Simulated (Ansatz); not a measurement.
# CH8B2Sn: where a starting geometry ends

The starting geometry of this gas-phase singlet was optimised with GFN2-xTB; its bonds are those of `CB[BH][SnH3]`.

```xyz
12

C     0.7410   -2.1260   -0.5840
B    -0.0041   -1.1000    0.3635
B     0.4727    0.4155    0.5641
Sn    2.0463    0.8341    2.0415
H     1.4790   -1.6833   -1.2484
H     1.2581   -2.8547    0.0409
H     0.0383   -2.6950   -1.1898
H    -0.8963   -1.5604    0.9794
H     0.0923    1.3600   -0.0091
H     2.4780   -0.3858    3.0918
H     1.7578    2.1180    3.0722
H     3.5171    1.2384    1.3634
```

Question: Predict what it relaxes into with PBE-D3(BJ)/def2-SVP.

Answer: A new bond forms, giving a structure with H8 bridging B3 and B2, given below by its coordinates. Distances that change by over a tenth: B2–H8 (1.18 → 1.44 Å). Contacts that close: B3–H8 (2.44 → 1.35 Å).

The energy falls by 0.64 eV over 37 steps:

```
step  E − E(last) (eV)
   1             0.640
   5             0.371
   9             0.354
  13             0.343
  17             0.083
  21             0.003
  25             0.001
  29             0.000
  33             0.000
  37             0.000
```

Final geometry (Å):

```csv
atom,x (Å),y (Å),z (Å)
C,0.8594,-2.2629,-0.2845
B,0.5617,-0.7554,-0.1021
B,0.2422,0.6732,0.2903
Sn,1.9768,0.5869,1.8484
H,1.8268,-2.4067,-0.8069
H,0.8938,-2.8256,0.6700
H,0.0693,-2.7194,-0.9186
H,-0.4824,-0.3445,0.8006
H,-0.3149,1.7367,0.2168
H,2.8102,-0.9213,2.0460
H,1.3976,1.0511,3.4170
H,3.1397,1.7487,1.3084
```

Frequencies at the end are all real (lowest 65 cm⁻¹). Atoms past krypton carry core potentials, without spin–orbit terms. Run with Ansatz 0.2.0, 60 s on 2 threads of Arm Neoverse V1 (shared host).
